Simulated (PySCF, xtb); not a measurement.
Si(H)2(Me)(OH) (CH₆OSi), SMILES C[SiH2]O.

The structure is a stationary point at B3LYP-D3(BJ)/def2-TZVP. Other conformers were not sampled.

Computed with C-PCM-ωB97X/def2-SVP (PySCF).

The values are the electrostatic part of the solvation free energy, E(continuum) − E(gas) at the gas-phase geometry, in a cavity of scaled van der Waals radii (PySCF's table); cavitation and dispersion terms are not included. In vacuum the orbital gap is 14.04 eV. The dipole moment in vacuum is 1.74 D.

Problem. Estimate the values in water (ε = 78.36), 2-propanol (ε = 19.26), acetone (ε = 20.49). (The exact figures need the calculation; the answer reports its results.)

Solution. 
| solvent | ε | ΔG(elec) (kcal/mol) | dipole (D) | gap (eV) |
|---|---|---|---|---|
| water | 78.36 | -4.3 | 2.16 | 14.19 |
| 2-propanol | 19.26 | -4.1 | 2.14 | 14.18 |
| acetone | 20.49 | -4.1 | 2.14 | 14.18 |

For comparison, GFN2-xTB/ALPB(water) (xtb, at the GFN2-xTB geometry, all terms of that model) gives -3.4 kcal/mol.
